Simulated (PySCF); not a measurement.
Orbital energies and ionisation energy

Species: C2H5BS2.
Cartesian coordinates in Å at the PBE0-D3(BJ)/def2-SVP level; atoms count from 1:
```xyz
10
C2H5BS2 angstrom
B      1.7956    0.0520   -0.0650
S      0.8486   -1.1662   -0.9657
C     -0.7491   -0.7538   -0.1674
C     -0.7779    0.7120    0.2101
S      0.8437    1.2155    0.9002
H      2.9959    0.0863   -0.1056
H     -0.8510   -1.3959    0.7213
H     -1.5601   -1.0029   -0.8677
H     -0.9749    1.3458   -0.6686
H     -1.5532    0.9164    0.9634
```

Level: CAM-B3LYP/def2-SVPD (PySCF). Frontier orbitals with their largest atomic shares (Löwdin; up to four atoms above 4 %):

```csv
orbital,ε (eV),main atoms
HOMO−3,-11.20,"S2 23 %, S5 23 %, C4 17 %, C3 17 %"
HOMO−2,-10.13,"S5 36 %, S2 36 %, B1 15 %, C4 5 %"
HOMO−1,-9.74,"S2 34 %, S5 34 %, B1 16 %, C3 6 %"
HOMO,-8.23,?
LUMO,0.29,"B1 44 %, S5 21 %, S2 21 %, H6 9 %"
LUMO+1,0.80,"S2 22 %, S5 22 %, B1 16 %, C3 8 %"
LUMO+2,1.27,"S2 31 %, S5 31 %, B1 21 %, C3 5 %"
```

Q: What vertical ionisation energy does ΔSCF give, and how far is −ε(HOMO) from it?

A: ΔSCF: 9.08 eV (876 kJ/mol; threshold wavelength 137 nm); ⟨S²⟩ of the doublet left behind is 0.782, against 0.75 for a pure doublet. −ε(HOMO) is 8.23 eV, 0.85 eV below it. For the exact functional −ε(HOMO) would equal the first vertical ionisation energy; CAM-B3LYP (range-separated hybrid) falls short of its own ΔSCF value by 9 %.

Q: On which atoms does the HOMO lie?

A: S5 (sulfur bonded to B and C) 37 %, S2 (sulfur bonded to B and C) 37 %, B1 (three-coordinate boron) 9 %, C4 (sp3 carbon bound to sulfur) 6 %, so no atom holds as much as 40 %. The HOMO−1 lies 1.51 eV lower.

Q: With α = 75.2 au, estimate the like-pair dispersion coefficient by London's formula C6 = (3/4)α²I.

A: I = 0.3337 Eh, so C6 ≈ 1410 au, a rough estimate.

Q: Shift the occupied levels rigidly so that −ε(HOMO) equals the ΔSCF value. What binding energies result?

A: The shift is +0.85 eV: HOMO 9.08, HOMO−1 10.59, HOMO−2 10.98, HOMO−3 12.05 eV. A rigid shift is only a rough guide to the deeper ionisations.

Q: What kinetic energy would electrons from this vertical process carry with He II light (40.814 eV)?

A: 40.81 − 9.08 = 31.73 eV.

Q: What total energies stand behind the ΔSCF value?

A: E(N) = -900.15061 Eh and E(N − 1) = -899.81696 Eh at the same geometry, 0.33365 Eh apart.

Geometry: PBE0-D3(BJ)/def2-SVP, one conformer, isolated molecule.

The run behind these numbers computed excited states and ΔSCF ions as well. On Arm Neoverse V1, one thread, no GPU, on a shared host, this took 28 s.
